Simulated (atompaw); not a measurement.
Before and after: PAW (atompaw) potential for Mo

* Element: molybdenum (Mo)
* Generator: atompaw 4.2.0.5
* Type: PAW
* Functional: PBE
* Relativity: scalar-relativistic
* Frozen core: [Ar] 3d10 4s2
* Valence charge: 12
* Reference configuration: 4p6 4d4.5 5s0 5p0 (charge +1.5)
* Partial waves: 5s (bound, empty): rc 2.85 bohr; 5s channel at -0.4 Ry: rc 2.85 bohr; 4p (bound): rc 2.05 bohr; 5p (bound, empty): rc 2.85 bohr; 4d (bound): rc 2.85 bohr; 4d channel at 0.75 Ry: rc 2.85 bohr
* Local potential: troulliermartins scheme with l = 3 at -0.5 Ry, radius 2.40 bohr
* Core correction: smooth core density matched at 2.65 bohr
* Augmentation charge: besselshape compensation charge, radius 2.65 bohr; PAW radius 2.85 bohr; waves and projectors: custom rrkj gramschmidtortho

Change: augmentation besselshape compensation charge, radius 2.65 bohr; PAW radius 2.85 bohr; waves and projectors: custom polynom2 7 10 vanderbiltortho.

Cutoffs: the cutoffs (Ry, on a coarse ladder) from which the occupation-weighted sum of valence levels, in a spherical-Bessel basis at the reference potential, stays within 10 and 1 mRy of its value at 400 Ry; they do not see the model core or the augmentation charge, which bear on the density cutoff.

Task: What does the change do?

Result: The potential gets harder (21 Ry and 35 Ry → 25 Ry and 55 Ry); both files keep a bound ghost (s).

| quantity | base | changed |
| --- | --- | --- |
| cutoff, loose | 21 Ry | 25 Ry |
| cutoff, tight | 35 Ry | 55 Ry |
| loose cutoff by channel (10 mRy a level) | p 18 Ry, d 10 Ry | p 18 Ry, d 12 Ry |
| bound ghosts | s | s |
| s: phases at 2.85 bohr within 0.05 rad from the reference energy up to (Ry; the scan ends near 5) | n/a | 3.0 |
| p: phases at 2.85 bohr within 0.05 rad from the reference energy up to (Ry; the scan ends near 5) | 0.8 | 1.1 |
| d: phases at 2.85 bohr within 0.05 rad from the reference energy up to (Ry; the scan ends near 5) | 4.8 | to the end of the scan |
| lowest overlap eigenvalue by channel | s 0.30, p 0.47, d 0.79 | s 0.58, p 0.49, d 0.96 |

 A true bound ghost makes a file unfit for plane-wave use even where its test errors are small: the radial tests pick states by their node count and pass the ghost by. The cutoffs see the waves, projectors and local potential, not the compensation charge or the core.
